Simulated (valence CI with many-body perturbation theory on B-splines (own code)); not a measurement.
# Mo35+: what each term of the Hamiltonian does

Calculated by relativistic CI+MBPT: five valence electrons over a frozen Dirac-Fock core [He], a basis of 9 s, 9 p, 8 d, 6 f, 3 g, 1 h functions for each j, with the one-electron correlation potential Σ1 (screened to all orders), the two-electron term Σ2, the three-electron term Σ3, Breit, model QED; selected single and double excitations, second order for the rest (own B-spline code, finite nucleus).

The last digits are not significant, and no measured levels were compared; by estimate large intervals hold to a few tenths of a per cent, small ones and those within an open d or f shell to about a per cent. Among the levels kept, up to 2000 cm⁻¹ of a level comes from second order outside the variational space, and about a tenth of that is noise between levels of different J, which matters for small intervals.

Each rung adds one term. CI alone is the Dirac-Coulomb CI over the frozen core; QED comes last and gives the full result, which names the levels. Energies are above (2s^2 2p1/2^2 2p3/2) J=3/2 on the same rung, in Ry.

Levels are named by their leading jj configuration (3d3/2^4 stands for four electrons in 3d with j = 3/2), which in mixed levels can hold well under half, so a name can repeat and another be missing. Letters in brackets count levels of one name in rising energy.

```
                          Level  CI alone    + Σ1    + Σ2    + Σ3  + Breit    Full
     (2s^2 2p1/2 2p3/2^2) J=3/2      7.37    7.38    7.37    7.37     7.24    7.26
     (2s^2 2p1/2 2p3/2^2) J=5/2      8.66    8.66    8.66    8.66     8.40    8.42
     (2s^2 2p1/2 2p3/2^2) J=1/2     10.06   10.06   10.07   10.06     9.95    9.96
           (2s^2 2p3/2^3) J=3/2     17.51   17.52   17.52   17.52    17.21   17.25
     (2s 2p1/2^2 2p3/2^2) J=5/2     18.86   18.84   18.83   18.83    18.78   18.62
     (2s 2p1/2^2 2p3/2^2) J=1/2     22.16   22.15   22.13   22.13    22.18   22.02
     (2s 2p1/2^2 2p3/2^2) J=3/2     22.29   22.28   22.26   22.25    22.23   22.07
   (2s 2p1/2 2p3/2^3) J=3/2 [a]     27.63   27.62   27.60   27.60    27.48   27.34
       (2s 2p1/2 2p3/2^3) J=5/2     29.43   29.43   29.41   29.40    29.17   29.02
       (2s 2p1/2 2p3/2^3) J=1/2     31.06   31.05   31.03   31.02    30.90   30.76
   (2s 2p1/2 2p3/2^3) J=3/2 [b]     32.02   32.01   31.98   31.97    31.78   31.63
             (2s 2p3/2^4) J=1/2     39.76   39.76   39.74   39.73    39.46   39.33
        (2p1/2^2 2p3/2^3) J=3/2     44.65   44.62   44.58   44.56    44.58   44.26
          (2p1/2 2p3/2^4) J=1/2     53.09   53.07   53.03   53.01    52.87   52.57
        (2s^2 2p1/2^2 3s) J=1/2    195.07  195.09  195.10  195.09   194.96  195.00
     (2s^2 2p1/2^2 3p1/2) J=1/2    198.52  198.54  198.54  198.54   198.47  198.46
     (2s^2 2p1/2^2 3p3/2) J=3/2    201.41  201.43  201.43  201.42   201.29  201.29
(2s^2 2p1/2 2p3/2 3s) J=3/2 [a]    202.64  202.66  202.67  202.66   202.36  202.42
    (2s^2 2p1/2 2p3/2 3s) J=1/2    203.04  203.07  203.07  203.06   202.76  202.82
```

(1) How does the ionisation energy move along the ladder, and which term matters most?

Results:

(1) CI alone 4798.1, + Σ1 4798.4, + Σ2 4798.5, + Σ3 4798.4, + Breit 4796.0, + QED 4795.9 eV. The largest step is Breit, -2.4 eV. NIST lists 4800 ± 30 eV (semi-empirical).
